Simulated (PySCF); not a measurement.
## Nitrogen: a sound run and one with changed settings

Sound run: N⁺ [He] 2s2 2p2, N²⁺ [He] 2s2 2p1. Calculation: PySCF 2.14, in x2c-SVPall (3s2p1d, 14 functions); the spin-free X2C one-electron Hamiltonian (Gaussian nucleus). The sound run starts from symmetry-adapted Hartree-Fock orbitals and uses a fine grid where one is needed.

A second run was set up differently.

| species | method | sound run (hartree) | changed run (hartree) | converged |
| --- | --- | --- | --- | --- |
| N⁺ | UHF | -53.84987 | -53.84987 | yes |
| N⁺ | PBE | -53.95576 | -53.95541 | yes |
| N⁺ | M06-L | -54.01872 | -54.01867 | yes |
| N²⁺ | UHF | -52.77125 | -52.77125 | yes |
| N²⁺ | PBE | -52.85120 | -52.85047 | yes |
| N²⁺ | M06-L | -52.92106 | -52.92578 | yes |

Ionisation energy of N⁺:

```
method  sound run (eV)  changed run (eV)
   UHF          29.351            29.351
   PBE          30.057            30.067
 M06-L          29.869            29.739
```

Problem. What was changed?
A. a valence shell is frozen
B. basis contracted for another Hamiltonian
C. angular grid far too coarse
D. too few SCF iterations

Solution. C. It used 26 angular points. A coarse angular grid integrates products of high-l functions wrongly, so density functionals can shift, and the SCF can exploit the error; Hartree-Fock and MP2 need no grid.
